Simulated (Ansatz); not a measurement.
`C[SiH](F)S[SiH](O)O` + `C=C[SiH2]Cl` → `O[SiH](O)/C=C\[SiH2]Cl` + `C[SiH](F)S`  (formal exchange of groups at the Si–S bond)

Computed with Ansatz on PBE0-D4/def2-TZVP structures; ΔE is electronic, products minus reactants. CCSD(T)/CBS adds triple-zeta CCSD(T) − MP2 to the extrapolated MP2 energy (def2 sets, frozen cores). DFT in def2-TZVPP. B3LYP here is the variant with VWN-RPA as its local correlation; programs differ in this. Each species was taken in one conformer, which may not be the lowest.

```tsv
level	ΔE (kcal/mol)	difference from CCSD(T)/CBS
PBE-D4	18.3	0.1
r2SCAN-D4	19.0	0.8
B3LYP-D4	17.8	-0.4
ωB97X-V	17.9	-0.3
ωB97M-V	17.7	-0.5
B2PLYP	18.1	-0.1
PBE	18.3	0.1
r2SCAN	19.0	0.8
PBE0	18.5	0.3
B3LYP	17.9	-0.3
HF/def2-TZVPP	18.7	0.5
MP2/def2-TZVPP	18.5	0.3
SCS-MP2/def2-TZVPP	17.9	-0.3
CCSD/def2-TZVPP	17.2	-1.0
CCSD(T)/def2-TZVPP	17.3	-0.9
HF/def2-QZVPP	18.8	0.6
CCSD(T)/CBS	18.2	0
```

Largest T1 diagnostic among the species: 0.012.
